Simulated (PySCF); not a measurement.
## How methods differ on the ionisation energy of Si⁺

Si⁺ [Ne] 3s2 3p1 (2P) → Si²⁺ [Ne] 3s2 (1S), as a difference of total energies. Computed with PySCF 2.14 in def2-SVP (4s3p1d, 18 functions), with the non-relativistic Hamiltonian (point nucleus). Correlated levels: valence: [Ne] frozen. The calculations carry no spin-orbit coupling.

```
           method  ionisation energy (eV)
              UHF                  15.803
              LDA                  16.363
             MN15                  16.179
    MP2 (valence)                  15.963
SCS-MP2 (valence)                  15.944
   CCSD (valence)                  16.058
CCSD(T) (valence)                  16.076
```

Task: How much does correlation contribute at CCSD(T) (valence)?

Result: 16.076 − (15.803) = 0.273 eV, measured against UHF.

Errors of the correlated levels include the incompleteness of this basis and the frozen core.

For comparison: 16.322 eV (measured; NIST levels, between the centres of gravity of the two terms).
